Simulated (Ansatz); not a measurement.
```xyz
2

Ni    0.0000    0.0000    0.0000
C     0.0000    0.0000    2.4465
```

Basis set: pcseg-2 (spherical functions). Charge 0, multiplicity 1.

Computed with Ansatz (development build ahead of 0.2.0); each method stands on the lowest determinant of its kind that the runs found.

The atomization energy at this shape (free ground-state atoms in the same class of orbitals less the molecule, no zero-point energy) of singlet NiC:

| method | atomization energy |
| --- | --- |
| PBE0 (unrestricted) | 122.4 kJ/mol |
| UHF | 65.1 kJ/mol |

(1) What does PBE (unrestricted) give?

## Answers

(1) 202.9 kJ/mol. Caution: another spin multiplicity may lie lower; the unrestricted determinant is a mixture of spin states.

The shape needn't be a minimum at these levels.
